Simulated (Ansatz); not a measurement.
Stepwise reaction of `[OH][Ga]([SH])[SH]` with methanol, as a gas-phase model of exchange steps in deposition or etching. ΔE in kJ/mol.

Computed with Ansatz on PBE0-D4/def2-TZVP structures; ΔE is electronic, products minus reactants. CBS: MP2 limit from def2 TZ/QZ plus the TZ coupled-cluster correction, frozen cores. This one scheme is used for every species. Functionals use def2-TZVPP. B3LYP here is the variant with VWN-RPA as its local correlation; programs differ in this. For Ga outer-core shells are correlated without core-valence functions, which leaves a few kJ/mol of doubt a bond. Scalar relativity is left out up to krypton. Each species was taken in one conformer, which may not be the lowest.

```csv
step,reaction,PBE-D4,B3LYP-D4,ωB97M-V,CCSD(T)/CBS
1,`[OH][Ga]([SH])[SH]` + CH₃OH → `C[O][Ga]([OH])[SH]` + H₂S,39.4,33.2,34.9,34.1
2,`C[O][Ga]([OH])[SH]` + CH₃OH → `C[O][Ga]([OH])[O]C` + H₂S,47.4,40.2,42.2,40.7
```

Task: By hand: ΔE of the 2 steps together at CCSD(T)/CBS.

Result: (34.1) + (40.7) = 74.8 kJ/mol, or 37.4 kJ/mol a step.

In ΔE each step is higher than the one before. All are uphill at CCSD(T)/CBS. PBE-D4 differs from CCSD(T)/CBS by 5.3 to 6.7 kJ/mol a step. Isolated molecules leave out the surface, adducts and barriers. Largest T1 diagnostic: 0.014.
